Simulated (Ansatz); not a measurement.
System: C$_{3}$H$_{7}$O (charge +1, singlet). It need not be the lowest isomer of its formula. 
Structure (B3LYP-D3(BJ)/def2-TZVP (Ansatz, a program for electronic structure) minimum search):
```xyz
11

C      1.6909    -0.4614    -0.5355
C      0.8494     0.2250     0.2384
C     -0.4666     0.6347    -0.2527
O     -1.5545    -0.2666     0.5350
H      1.4301    -0.7590    -1.5450
H      2.6820    -0.7252    -0.1907
H      1.1315     0.5423     1.2351
H     -0.6559     0.4243    -1.3010
H     -0.8014     1.6218     0.0510
H     -1.3139    -1.2124     0.5277
H     -2.4780    -0.1483     0.2422
```
Charge +1, spin multiplicity 1.

Basis-set convergence of Hartree-Fock and CCSD correlation energies (hartree) with Ansatz. Cores are frozen in the correlated levels unless marked. Spin-orbit coupling is left out. Non-relativistic.

```csv
basis,functions,E(HF),"E(corr, CCSD)"
cc-pVDZ,91,-192.25629,-0.63780
cc-pVTZ,218,___,___
```

**Question.** Complete the blanks.

**Answer.** 
- cc-pVTZ, E(HF): -192.31490
- cc-pVTZ, E(corr, CCSD): -0.76814
